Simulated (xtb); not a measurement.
Al(Cl)(NH2)2 (AlClH₄N₂), SMILES [NH2][Al]([Cl])[NH2]. All values are semi-empirical tight-binding results from xtb (GFN2-xTB unless named), good for trends rather than for accurate numbers. Geometry: GFN2-xTB. One conformer was computed; it need not be the lowest.

For metal compounds this method's bond lengths and energies can be far off.

**Question.** Estimate the properties. (Estimate from the structure and the level; the computed values follow.)

**Answer.** 
```
Quantity                                       Value
-------------------------------------  -------------
point group as xtb finds it                      C2v
orbital gap                                  4.23 eV
zero-point energy                      30.9 kcal/mol
G − E(el) at 298.15 K (modified RRHO)  12.2 kcal/mol
```
